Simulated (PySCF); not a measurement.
C₃H₈O₂Si, SMILES COC[SiH2]C=O.

Coordinates come from a B3LYP-D3(BJ)/def2-SVP optimisation. The structure was generated by enumeration, and PubChem lists no compound with its InChIKey, so it may never have been made. The values are those of a single conformer.

Calculation: TDDFT-PBE/def2-SVPD run with PySCF 2.14.0.

Vertical excitations. 

Computed excitation energies, oscillator strengths and character:
```json
[
 {"state": "S1", "energy (eV)": "3.00", "λ (nm)": "413", "f": "0.001", "main pairs": "HOMO→LUMO 100 %"},
 {"state": "S2", "energy (eV)": "3.64", "λ (nm)": "340", "f": "0.001", "main pairs": "HOMO−1→LUMO 100 %"},
 {"state": "S3", "energy (eV)": "4.85", "λ (nm)": "256", "f": "0.011", "main pairs": "HOMO−2→LUMO 99 %"},
 {"state": "S4", "energy (eV)": "5.18", "λ (nm)": "239", "f": "0.001", "main pairs": "HOMO→LUMO+1 98 %"},
 {"state": "S5", "energy (eV)": "5.41", "λ (nm)": "229", "f": "0.031", "main pairs": "HOMO→LUMO+2 95 %"},
 {"state": "S6", "energy (eV)": "5.81", "λ (nm)": "213", "f": "0.006", "main pairs": "HOMO→LUMO+3 100 %"},
 {"state": "S7", "energy (eV)": "5.83", "λ (nm)": "213", "f": "0.001", "main pairs": "HOMO−4→LUMO 93 %"},
 {"state": "S8", "energy (eV)": "5.95", "λ (nm)": "208", "f": "0.003", "main pairs": "HOMO→LUMO+4 81 %, HOMO−3→LUMO 17 %"},
 {"state": "S9", "energy (eV)": "6.02", "λ (nm)": "206", "f": "0.027", "main pairs": "HOMO−3→LUMO 62 %, HOMO→LUMO+4 16 %"},
 {"state": "S10", "energy (eV)": "6.09", "λ (nm)": "204", "f": "0.022", "main pairs": "HOMO−1→LUMO+1 98 %"},
 {"state": "T1", "energy (eV)": "2.33", "λ (nm)": "533", "f": "0", "main pairs": "HOMO→LUMO 100 %"},
 {"state": "T2", "energy (eV)": "3.62", "λ (nm)": "342", "f": "0", "main pairs": "HOMO−1→LUMO 100 %"},
 {"state": "T3", "energy (eV)": "4.75", "λ (nm)": "261", "f": "0", "main pairs": "HOMO−2→LUMO 99 %"},
 {"state": "T4", "energy (eV)": "5.07", "λ (nm)": "244", "f": "0", "main pairs": "HOMO→LUMO+1 81 %, HOMO→LUMO+2 18 %"}
]
```
Triplets are in the Tamm–Dancoff approximation, which puts them higher than full response would, so one can lie above its singlet here.
